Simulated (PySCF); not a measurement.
Run record: geometry optimisation, `[I][V]([I])([I])[I]` [radical].

Method: PBE0-D3(BJ)/def2-SVP geometry optimisation, gas phase, def2 core potentials past Kr (PySCF 2.14.0). Start geometry: GFN2-xTB. The input is one job of a driver script: a line of settings, then coordinates in Å.

Command:
```bash
OMP_NUM_THREADS=1 python probes_run.py task.json out
```

Input:
```
{"job": {"xc": "PBE0", "basis": "def2-SVP", "d3": "d3bj", "grid": 1, "maxiter": 40, "shake": 0.03, "kind": "geom"}, "charge": 0, "multiplicity": 2}
V      0.061650    -0.076970     0.012580
I     -0.006970    -0.029000     2.517150
I      2.315700     0.003320    -0.876370
I     -1.097530     2.070470    -0.834080
I     -1.197990    -2.078310    -0.881390
```

Output:
```
step   0  E = -2134.71325079  max force = 0.025533
step   1  E = -2134.71616963  max force = 0.003662
step   2  E = -2134.71642996  max force = 0.001886
step   3  E = -2134.71651366  max force = 0.001115
step   4  E = -2134.71654214  max force = 0.000435
step   5  E = -2134.71654736  max force = 0.000183
optimisation converged
```

Energies in Eh; «max force» is the largest Cartesian gradient component in Eh/bohr.

Give the first gradient maximum in eV/Å.

With 1 Eh/bohr = 51.422 eV/Å, 1.313 eV/Å.

How much energy does the optimisation release, in kJ/mol?

E(step 0) − E(last step) = 0.003297 Eh, which is 8.7 kJ/mol.

In short: final energy -2134.71655 Eh after 5 steps; dipole 0.02 D.

Where do the atoms end?

0.060 Å rms from the input after alignment:
```
atom  x, y, z in Å
V1     0.0210   -0.0227   -0.0146
I2     0.0072   -0.0748    2.4711
I3     2.3528   -0.0166   -0.8859
I4    -1.1084    2.0402   -0.8185
I5    -1.1978   -2.0366   -0.8142
```

Time: 6.0 min; peak memory 0.66 GiB. Hardware: Arm Neoverse V2, one thread, no GPU, on a shared host.
Labels such as C1 count atoms from 1, the log's own numbers from 0.
